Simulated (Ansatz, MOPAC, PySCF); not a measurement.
System: H2BOBr2, charge 1, multiplicity 1. SMILES: [OH2+]B(Br)Br
Coordinates optimised at B3LYP-D3(BJ)/def2-TZVP (Ansatz, a quantum-chemistry and plane-wave program):
```xyz
6

O     -1.8403    -0.5574     0.0728
B     -0.4198    -0.1271     0.0166
Br    -0.1118     1.5701     0.7079
Br     0.7260    -1.3841    -0.7322
H     -2.5420     0.0125     0.4437
H     -2.1334    -1.4285    -0.2587
```
Charge +1, spin multiplicity 1.

Unscaled harmonic wavenumbers (cm⁻¹) in rising order, each level at the stationary point that it reaches from this structure (no distance between atoms moves by over 0.3 Å); the order of modes can differ between levels, and a negative number is imaginary. B3LYP-D3(BJ)/def2-TZVP (PySCF, at the structure above): 179, 260, 266, 412, 421, 424, 764, 896, 1094, 1614, 3594, 3690.

AM1 (MOPAC): -519, 169, 258, 328, 414, 416, 608, 802, 1111, 1655, 3189, 3254. Zero-point energy 17.4 against 19.5 kcal/mol; where all levels lie over 400 cm⁻¹, the wavenumbers are on average 0.917 times those of B3LYP-D3(BJ)/def2-TZVP. This level finds the structure a saddle point. The zero-point energy leaves imaginary modes out.

PM3 (MOPAC): 147, 204, 330, 410, 423, 503, 773, 965, 1064, 1621, 3669, 3819. Zero-point energy 19.9 against 19.5 kcal/mol; where all levels lie over 400 cm⁻¹, the wavenumbers are on average 1.020 times those of B3LYP-D3(BJ)/def2-TZVP.

PM6 (MOPAC): 155, 232, 320, 327, 349, 392, 745, 816, 1009, 1499, 2281, 2366. Zero-point energy 15.0 against 19.5 kcal/mol; where all levels lie over 400 cm⁻¹, the wavenumbers are on average 0.835 times those of B3LYP-D3(BJ)/def2-TZVP.

HF/6-31G* with LANL2DZ past Ar (Ansatz): 189, 287, 349, 408, 429, 451, 811, 943, 1149, 1810, 3814, 3903. Zero-point energy 20.8 against 19.5 kcal/mol; where all levels lie over 400 cm⁻¹, the wavenumbers are on average 1.067 times those of B3LYP-D3(BJ)/def2-TZVP.
